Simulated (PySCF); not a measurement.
# What a mistake does to a calculation on CGe2H4O

These are calculations, not measurements. The program is PySCF 2.14.0, an open-source quantum chemistry code, run on an isolated molecule that a program drew, which may never have been made. The molecule is CGe2H4O (charge 0, singlet), drawn as the SMILES string `[OH][Ge][CH]=[GeH2]`.

Each row is a Hartree-Fock (HF) and frozen-core CCSD(T) single point in the cc-pVDZ basis, meant for a local HF minimum. Run 1 is clean. Each other run has one planted mistake out of seven kinds, and not every kind appears here: one electron removed, one electron added, multiplicity raised by two, geometry at a saddle point, minimal basis STO-3G, one bond length entered in bohr, all coordinates scaled. The reference is restricted for singlets and unrestricted otherwise, and also for a bond in bohr. Adding or removing an electron swaps singlet and doublet. Electrons count all cores. HOMO and LUMO are orbital energies over both spins, the gradient is its largest component, and the lowest frequency (negative if imaginary) is given only where the gradient is small. Bond lengths are over the 7 bonds as drawn. T1 is the CCSD diagnostic: over 0.02 (restricted) or 0.045 (unrestricted) a single reference is doubtful. Germanium has the cc-pVDZ-PP basis, with a core potential (ECP10MDF) in place of its 10 inner electrons, and its 3s, 3p and 3d shells are frozen in CCSD(T).

Geometry of the clean run:
```xyz
8
CGe2H4O, angstrom
O     1.1892   -1.3287    3.3934
Ge    1.6112   -1.3923    1.6523
C    -0.1805   -1.3519    0.8649
Ge   -0.3656   -1.3926   -0.9025
H     0.2709   -1.2901    3.6214
H    -1.0979   -1.3039    1.4503
H     0.8313   -1.4598   -1.8382
H    -1.6925   -1.3660   -1.6493
```

```
run  electrons  basis functions  <S^2>  HOMO (eV)  LUMO (eV)  gradient (hartree/bohr)  lowest frequency (cm^-1)  mean bond (Å)  longest bond (Å)      T1  HF (hartree)  CCSD(T) (hartree)                     mistake
  1         82               94  0.000      -8.90       0.85                  2.1e-05                        83         1.5154             1.957  0.0188    -701.77098         -702.32549                    no fault
  2         82               94  2.026      -6.40      -0.44                  1.1e-01                         -         1.5154             1.957  0.0205    -701.70554         -702.22415  multiplicity raised by two
  3         82               94  0.000      -8.77       0.77                  1.7e-02                         -         1.5411             1.991  0.0196    -701.76867         -702.32756                           ?
  4         82               94  1.506      -7.15       0.85                  3.6e-02                         -         1.7642             3.699  0.0566    -701.68429         -702.20059                           ?
```

**Which mistake was planted in run 3, and what did it cost?**

The mean and the longest bond both change by the same factor, 1.017, and the gradient is no longer small. So the mistake is: all coordinates scaled. Subtracting run 1 and multiplying by 627.51 kcal/mol a hartree, the energy moved by 1.4 kcal/mol in HF and -1.3 kcal/mol in CCSD(T).

**Which mistake was planted in run 4, and what did it cost?**

The mean bond changes by a factor of 1.164 and the longest by 1.890, so the molecule wasn't scaled as a whole. A length L in bohr read as angstrom grows by (1/0.5292 - 1) L = 0.890 L. The 7 bonds together grew by 7 x 0.2488 = 1.742 Å, which gives L = 1.957 Å. That is bond Ge2-C3, 1.957 Å in the clean geometry. So the mistake is: one bond length entered in bohr. Subtracting run 1 and multiplying by 627.51 kcal/mol a hartree, the energy moved by 54.4 kcal/mol in HF and 78.4 kcal/mol in CCSD(T).

Cautions from the logs. Run 4: T1 is over the limit, so its CCSD(T) energy is less reliable.
